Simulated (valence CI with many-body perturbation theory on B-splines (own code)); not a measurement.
**E1 transitions of Ta2+**

Computed by configuration interaction combined with many-body perturbation theory (CI+MBPT): three valence electrons over a frozen Dirac-Fock core [Xe] 4f14, radial functions for each j: 7 s, 7 p, 8 d, 6 f, 4 g, 1 h, with the one-electron correlation potential Σ1 (screened to all orders), the two-electron term Σ2, the three-electron term Σ3, Breit, model QED; selected single and double excitations, second order for the rest, scaled by the run's own slope (own B-spline code, finite nucleus).

No measured levels were compared; by estimate terms of the open shell hold to 2 to 4 % of their energy, and close levels can change places; different configurations can be misplaced against each other by 1,000 to 8,000 cm⁻¹.

Lines 301 to 350 of 567 in falling wavelength, among levels below 134935 cm⁻¹, chosen from the strongest by gf and those to the six lowest levels. Wavelengths and rates use the calculated energies, so an error of 2000 cm⁻¹ moves a line at 1834 Å by 3.7 % and its rate by three times that or more. Electric multipoles are in the length gauge, E1 and E2 with the static RPA response of the core. Weak lines are less certain than strong ones. Lines between different terms over intervals too small for the method are left out, as are lines whose strength nearly cancels. Where a level lies close to another of its J and parity, the split of strength between their lines is uncertain. The highest levels of a list are the least certain.

Names give the largest LS component (configuration and term), which can be under half, so a name can repeat, a term be missing and a line seem to break the LS rules; names also repeat where a configuration has a term twice. Letters in brackets count levels of one name in rising energy.

| λ vac (Å) | Upper | Lower | A (s⁻¹) | S (a.u.) |
| --- | --- | --- | --- | --- |
| 1834 | 5d2.7s 4F_9/2 | 5d2.6p 4F°_7/2 | 1.33e+08 | 4.05e+00 |
| 1834 | 5d2.6d 2D_5/2 [c] | 5d.6s.6p 4F°_7/2 | 1.43e+08 | 2.60e+00 |
| 1831 | 5d2.6d 4D_7/2 [a] | 5d2.6p 4D°_5/2 [a] | 2.15e+08 | 5.21e+00 |
| 1831 | 5d2.7s 4F_5/2 | 5d2.6p 4F°_3/2 | 1.45e+08 | 2.64e+00 |
| 1829 | 5d2.6p 2P°_3/2 [a] | 5d2.6s 4F_3/2 [a] | 3.16e+08 | 3.82e+00 |
| 1826 | 5d2.6p 4D°_5/2 [a] | 5d2.6s 4F_5/2 | 2.25e+08 | 4.05e+00 |
| 1824 | 5d2.6d 2F_7/2 [e] | 5d2.6p 2D°_5/2 [c] | 1.63e+08 | 3.89e+00 |
| 1820 | 5d2.6p 4D°_7/2 [b] | 5d2.6s 4P_5/2 | 1.38e+08 | 3.27e+00 |
| 1818 | 5d2.7s 2G_7/2 | 5d2.6p 2G°_7/2 [b] | 2.04e+08 | 4.84e+00 |
| 1817 | 5d.6s.6p 4D°_3/2 | 5d2.6s 4P_1/2 | 3.41e+08 | 4.04e+00 |
| 1816 | 5d2.6p 2F°_7/2 [b] | 5d2.6s 4F_7/2 | 1.67e+08 | 3.94e+00 |
| 1815 | 5d2.6p 4D°_7/2 [a] | 5d3 2H_9/2 [b] | 1.59e+08 | 3.75e+00 |
| 1814 | 5d2.6d 2H_11/2 [b] | 5d2.6p 2G°_9/2 [b] | 1.26e+08 | 4.44e+00 |
| 1813 | 5d2.6d 4G_11/2 | 5d2.6p 4F°_9/2 [a] | 1.68e+08 | 5.92e+00 |
| 1813 | 5d2.6d 4P_5/2 [a] | 5d2.6p 2F°_5/2 [a] | 1.34e+08 | 2.37e+00 |
| 1812 | 5d2.6p 4G°_9/2 | 5d3 4F_7/2 | 5.60e+07 | 1.65e+00 |
| 1811 | 5d2.6d 4D_7/2 [b] | 5d2.6p 4P°_5/2 | 1.22e+08 | 2.85e+00 |
| 1810 | 5d2.6d 4G_9/2 | 5d2.6p 4F°_7/2 | 1.58e+08 | 4.63e+00 |
| 1805 | 5d2.6d 4D_7/2 [a] | 5d2.6p 2F°_7/2 [a] | 1.56e+08 | 3.63e+00 |
| 1804 | 5d2.6p 4D°_5/2 [a] | 5d2.6s 4F_3/2 [b] | 2.43e+07 | 4.23e-01 |
| 1804 | 5d2.7s 4F_7/2 | 5d2.6p 2D°_5/2 [a] | 1.11e+08 | 2.57e+00 |
| 1801 | 5d2.7s 2F_7/2 | 5d2.6p 4F°_7/2 | 1.53e+08 | 3.52e+00 |
| 1801 | 5d2.6p 2G°_9/2 [a] | 5d3 2H_11/2 | 5.92e+08 | 1.71e+01 |
| 1800 | 5d2.6d 2D_5/2 [c] | 5d2.6p 4P°_5/2 | 1.95e+08 | 3.37e+00 |
| 1799 | 5d.6s.6p 2D°_3/2 [b] | 5d3 2D_3/2 | 3.70e+08 | 4.25e+00 |
| 1798 | 5d2.6d 4F_7/2 [b] | 5d2.6p 4D°_5/2 [b] | 3.82e+08 | 8.77e+00 |
| 1797 | 5d2.7s 4F_9/2 | 5d2.6p 4G°_9/2 | 1.47e+08 | 4.22e+00 |
| 1796 | 5d2.6d 4F_7/2 [a] | 5d2.6p 2G°_7/2 [a] | 1.05e+08 | 2.39e+00 |
| 1795 | 5d2.6d 4F_9/2 [a] | 5d2.6p 2F°_7/2 [b] | 8.93e+07 | 2.55e+00 |
| 1793 | 5d2.6d 2G_9/2 [c] | 5d2.6p 2G°_9/2 [b] | 3.28e+08 | 9.34e+00 |
| 1791 | 5d2.6p 4D°_1/2 [b] | 5d2.6s 4F_3/2 [b] | 6.69e+07 | 3.79e-01 |
| 1789 | 5d2.6d 2G_9/2 [c] | 5d2.6p 4D°_7/2 [b] | 2.33e+08 | 6.57e+00 |
| 1789 | 5d2.6p 2F°_7/2 [a] | 5d3 4F_9/2 | 2.51e+08 | 5.67e+00 |
| 1783 | 5d.6s.6p 2F°_5/2 [c] | 5d3 2D_3/2 | 3.96e+08 | 6.65e+00 |
| 1780 | 5d2.6d 2P_3/2 [b] | 5d2.6p 2F°_5/2 [a] | 2.11e+08 | 2.35e+00 |
| 1779 | 5d2.6d 2F_5/2 [a] | 5d2.6p 2D°_5/2 [a] | 1.78e+08 | 2.96e+00 |
| 1778 | 5d2.6p 4F°_5/2 | 5d3 4F_5/2 | 2.08e+08 | 3.47e+00 |
| 1776 | 5d2.6p 4F°_7/2 | 5d3 4F_7/2 | 2.85e+08 | 6.31e+00 |
| 1774 | 5d2.6d 4G_9/2 | 5d2.6p 4G°_9/2 | 3.64e+08 | 1.00e+01 |
| 1773 | 5d.6s.6p 4D°_5/2 | 5d2.6s 4P_3/2 | 3.52e+08 | 5.82e+00 |
| 1773 | 5d2.6p 2D°_5/2 [a] | 5d3 4F_3/2 | 1.63e+07 | 2.68e-01 |
| 1773 | 5d2.6d 2D_5/2 [a] | 5d2.6p 2F°_5/2 [a] | 1.89e+08 | 3.11e+00 |
| 1772 | 5d2.6p 4D°_3/2 [a] | 5d2.6s 4F_3/2 [b] | 2.25e+07 | 2.47e-01 |
| 1772 | 5d2.7s 2G_9/2 | 5d2.6p 4F°_9/2 [b] | 2.89e+08 | 7.93e+00 |
| 1767 | 5d2.6p 4F°_9/2 [b] | 5d3 2H_9/2 [a] | 2.54e+08 | 6.90e+00 |
| 1766 | 5d2.7s 2F_7/2 | 5d2.6p 4G°_9/2 | 1.23e+08 | 2.67e+00 |
| 1763 | 5d.6s.6p 2F°_5/2 [a] | 5d2.6s 2G_7/2 | 2.30e+08 | 3.73e+00 |
| 1762 | 5d2.6d 2G_9/2 [b] | 5d2.6p 2F°_7/2 [b] | 3.83e+08 | 1.03e+01 |
| 1762 | 5d2.6p 4D°_5/2 [a] | 5d2.6s 4F_3/2 [a] | 2.80e+07 | 4.53e-01 |
| 1762 | 5d2.6d 2G_9/2 [c] | 5d.6s.6p 4F°_7/2 | 1.04e+08 | 2.81e+00 |
